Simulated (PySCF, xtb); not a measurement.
Ga2H4, SMILES [GaH2][GaH2].

Harmonic wavenumbers (cm⁻¹) from GFN2-xTB (xtb 6.7.1) at its own minimum, in rising order: 154, 197, 269, 269, 340, 341, 662, 731, 1247, 1304, 1380, 1382.

Q: What does PBE0-D3(BJ)/def2-TZVP run with PySCF give at its own minimum? (The exact figures need the calculation; the answer reports its results.)

A: 203, 236, 292, 292, 553, 553, 715, 790, 1916, 1931, 1931, 1935. Paired by order, the mean absolute difference is 256 cm⁻¹ and the zero-point energies are 11.8 and 16.2 kcal/mol.
